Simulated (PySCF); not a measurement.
norbornadiene (C7H8), SMILES C1=CC2CC1C=C2. Coordinates come from a ωB97X-D3(BJ)/def2-SVP optimisation. Other conformers were not sampled.

Computed equilibrium geometry at ωB97X-D3(BJ)/def2-SVP (PySCF confirms it by a frequency run) as Cartesian coordinates in Å, and its point group (one conformer of several):
point group C2v.
```xyz
15

C      0.6683    -1.2396     0.5210
C     -0.6683    -1.2396     0.5210
C     -1.1192     0.0000    -0.2755
C     -0.6683     1.2396     0.5210
C      0.6683     1.2396     0.5210
C      1.1192     0.0000    -0.2755
C      0.0000     0.0000    -1.3523
H      1.3401    -1.9353     1.0276
H     -1.3401    -1.9353     1.0276
H     -2.1622     0.0000    -0.6194
H     -1.3401     1.9353     1.0276
H      1.3401     1.9353     1.0276
H      2.1622     0.0000    -0.6194
H      0.0000     0.9056    -1.9782
H      0.0000    -0.9056    -1.9782
```
Charge 0, spin multiplicity 1.
